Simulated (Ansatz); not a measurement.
`[CH3][Zn][O]C=N` and `C[O][Zn][CH3]` differ in one atom or group.

Ansatz, PBE0-D4/def2-TZVP geometries, multiplicity 1. Each molecule was computed in one conformer, which needn't be the lowest.

Scalar relativity is left out up to krypton.

```tsv
property	`[CH3][Zn][O]C=N`
HOMO energy (B3LYP/def2-TZVPP) / eV	-7.27
HOMO–LUMO gap (B3LYP/def2-TZVPP) / eV	6.34
LUMO energy (ωB97M-V/def2-TZVPP) / eV	0.80
HOMO energy (PBE/def2-TZVPP) / eV	-6.01
HOMO–LUMO gap (PBE0/def2-TZVPP) / eV	6.88
LUMO energy (B3LYP/def2-TZVPP) / eV	-0.93
```

Problem. What does the change do to each property? (Best estimate.)

Solution. Ansatz gave: 
```json
{"property": "HOMO energy (B3LYP/def2-TZVPP) / eV", "`C[O][Zn][CH3]`": "-6.87", "shift": "0.40"}
{"property": "HOMO–LUMO gap (B3LYP/def2-TZVPP) / eV", "`C[O][Zn][CH3]`": "6.33", "shift": "-0.01"}
{"property": "LUMO energy (ωB97M-V/def2-TZVPP) / eV", "`C[O][Zn][CH3]`": "1.07", "shift": "0.27"}
{"property": "HOMO energy (PBE/def2-TZVPP) / eV", "`C[O][Zn][CH3]`": "-5.61", "shift": "0.40"}
{"property": "HOMO–LUMO gap (PBE0/def2-TZVPP) / eV", "`C[O][Zn][CH3]`": "6.85", "shift": "-0.03"}
{"property": "LUMO energy (B3LYP/def2-TZVPP) / eV", "`C[O][Zn][CH3]`": "-0.55", "shift": "0.38"}
```

B3LYP here is the variant with VWN-RPA as its local correlation; programs differ in this.
